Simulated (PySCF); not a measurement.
# Stretching ZnC⁺

Set-up: PySCF, no relativity, basis sets Zn pcseg-1, C pcseg-1. Energies in eV from Zn⁺ + C in their ground configurations at the same level. State: ²Π (doublet), unpaired electrons π ↑.

| R (Å) | MN15 |
| --- | --- |
| 1.818 | -1.069 |
| 1.903 | -1.330 |
| 1.987 | -1.475 |
| 2.051 | -1.530 |
| 2.114 | -1.551 |
| 2.177 | -1.547 |
| 2.262 | -1.512 |
| 2.368 | -1.440 |
| 2.494 | -1.332 |
| 2.664 | -1.176 |

**Question.** Put a parabola through the three lowest points of the MN15 curve and estimate Re, k and ωe (reduced mass 10.1 u; 1 eV/Å² = 0.16022 mdyn/Å; ωe = 1302.8·√(k/μ) cm⁻¹).

**Answer.** Through R = 2.051, 2.114, 2.177 Å the second-order coefficient is 3.15 eV/Å², so Re ≈ 2.135 Å, k ≈ 1.01 mdyn/Å and ωe ≈ 412 cm⁻¹. A polynomial fit of higher order to the unrounded MN15 energies gives Re = 2.132 Å, k = 0.928 mdyn/Å, ωe = 395 cm⁻¹; anharmonicity and rounding make the difference.

The higher-order fit for each curve: MN15: Re = 2.132 Å, ωe = 395 cm⁻¹, De = 1.55 eV.

⟨S²⟩ is raised (ZnC⁺ 0.95), so spin contamination touches these numbers. ⟨S²⟩ of the unrestricted solution departs from its pure value on part of the curve, where spin states mix. For an ion De counts to the pair picked by the measured ionisation energies or electron affinities, which need not be the lowest pair at this level. The state was picked by a PBE0 search and need not be the measured ground state.
